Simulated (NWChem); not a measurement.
# AlICl₂; SMILES [Cl][Al]([I])[Cl]

Computed with NWChem. The geometry was optimised at PBE0/def2-SVP. No frequency run checked for a minimum. def2 effective core potentials on I; no spin-orbit coupling. Ions are spin-unrestricted doublets at the neutral geometry; other ion states weren't tried.

Question: What does the run give for PBE/def2-SVP? Quantities: vertical ionisation energy, ΔSCF (eV); −ε(HOMO) (eV).

Answer: The vertical ionisation energy, ΔSCF (eV) comes out as 9.93 and the −ε(HOMO) (eV) is 6.96.
